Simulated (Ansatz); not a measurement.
Computed with Ansatz on PBE0-D4/def2-TZVP structures; ΔE is electronic, products minus reactants. CCSD(T)/CBS is the MP2 limit (def2-TZVPP, def2-QZVPP) plus CCSD(T) − MP2 in def2-TZVPP, frozen cores. DFT in def2-TZVPP. B3LYP here is the variant with VWN-RPA as its local correlation; programs differ in this. Elements past krypton have def2 core potentials. For In outer-core shells are correlated without core-valence functions, which leaves a few kJ/mol of doubt a bond. Each species was taken in one conformer, which may not be the lowest.

Consider the ligand exchange at the In–C bond: `C=[C](F)[InH][CH3]` + `O[SiH3]` → `[CH3][InH][O][SiH3]` + `C=CF`.

```json
{"level": "BLYP-D4", "ΔE (kcal/mol)": "-19.6", "difference from CCSD(T)/CBS": "0.2"}
{"level": "PBE0-D4", "ΔE (kcal/mol)": "-18.1", "difference from CCSD(T)/CBS": "1.7"}
{"level": "B3LYP-D4", "ΔE (kcal/mol)": "-19.7", "difference from CCSD(T)/CBS": "0.1"}
{"level": "CAM-B3LYP-D4", "ΔE (kcal/mol)": "-19.9", "difference from CCSD(T)/CBS": "-0.1"}
{"level": "ωB97M-V", "ΔE (kcal/mol)": "-18.3", "difference from CCSD(T)/CBS": "1.5"}
{"level": "B2PLYP", "ΔE (kcal/mol)": "-19.7", "difference from CCSD(T)/CBS": "0.1"}
{"level": "PBE-QIDH", "ΔE (kcal/mol)": "-18.8", "difference from CCSD(T)/CBS": "1.0"}
{"level": "BHLYP", "ΔE (kcal/mol)": "-20.0", "difference from CCSD(T)/CBS": "-0.2"}
{"level": "SCS-MP2/def2-TZVPP", "ΔE (kcal/mol)": "-19.8", "difference from CCSD(T)/CBS": "0.0"}
{"level": "SCS-MP2/def2-QZVPP", "ΔE (kcal/mol)": "-20.4", "difference from CCSD(T)/CBS": "-0.6"}
{"level": "CCSD(T)/CBS", "ΔE (kcal/mol)": "-19.8", "difference from CCSD(T)/CBS": "0"}
```

Largest T1 diagnostic among the species: 0.014.

From BLYP to BHLYP (50 % exact exchange), in def2-TZVPP and without D4, ΔE moves by −0.8 kcal/mol. At CCSD(T), def2-SVP lies −1.5 kcal/mol from the extrapolated value and def2-TZVPP +1.0 kcal/mol.
